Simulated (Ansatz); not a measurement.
Molecule: C₇H₁₃, charge 0, multiplicity 2. It need not be the lowest isomer of its formula. 
Coordinates optimised at B3LYP-D3(BJ)/def2-TZVP (Ansatz, a first-principles code):
SMILES: C(/C)(=C/CC)C[CH2]
```xyz
20

C      2.9797     0.6540    -0.1743
C      1.9491    -0.3590     0.3383
C      0.5908     0.2507     0.5077
C     -0.5305    -0.0219    -0.1616
C     -0.6557    -1.0476    -1.2520
C     -1.8133     0.7148     0.1586
C     -2.8614    -0.1485     0.7707
H      3.9735     0.2068    -0.2408
H      3.0442     1.5177     0.4912
H      2.7023     1.0199    -1.1646
H      2.2868    -0.7448     1.3065
H      1.9148    -1.2157    -0.3354
H      0.5391     1.0306     1.2651
H     -1.4134    -1.7921    -0.9928
H      0.2764    -1.5679    -1.4589
H     -0.9920    -0.5738    -2.1797
H     -1.5771     1.5514     0.8336
H     -2.2104     1.1755    -0.7541
H     -3.9127     0.0672     0.6392
H     -2.5830    -0.9294     1.4661
```
Charge 0, spin multiplicity 2.

Property: atomisation energy (electronic, to ground-state atoms), in kJ/mol. Correlated levels leave the core frozen unless marked. UHF or UKS for open shells. Spin-orbit coupling is left out. No relativistic terms. The coupled-cluster limit lacks core correlation, which all-electron functionals hold. Basis-set limits of correlation are two-point, X^-3; Hartree-Fock from the larger set. [CCSD(T)-MP2]/basis is that difference in the basis named.

```csv
level,program,atomisation energy (kJ/mol)
HF/cc-pVDZ,Ansatz,6056.8
HF/cc-pVTZ,Ansatz,6140.7
PBE-D3(BJ)/def2-TZVPD,Ansatz + dftd3,8261.4
B97M-V/def2-TZVPD,Ansatz,8092.7
PBE0/6-31G*,Ansatz,8156.9
PBE0-D3(BJ)/def2-TZVPD,Ansatz + dftd3,8167.2
PBE0-D4/def2-TZVP,Ansatz + dftd4,8163.3
PBE0/def2-QZVPP,Ansatz,8138.0
BHLYP/def2-TZVPD,Ansatz,7873.6
LC-wPBE/def2-TZVPD,Ansatz,8087.0
PBE-QIDH/def2-TZVPD,Ansatz,8063.4
MP2/6-31G*,Ansatz,7502.4
SCS-MP2/STO-3G,Ansatz,8343.6
CCSD(T)/cc-pVDZ,Ansatz,7546.3
"RI-MP2/CBS(cc-pVTZ,cc-pVQZ)+[CCSD(T)-MP2]/cc-pVTZ",Ansatz,8079.5
```
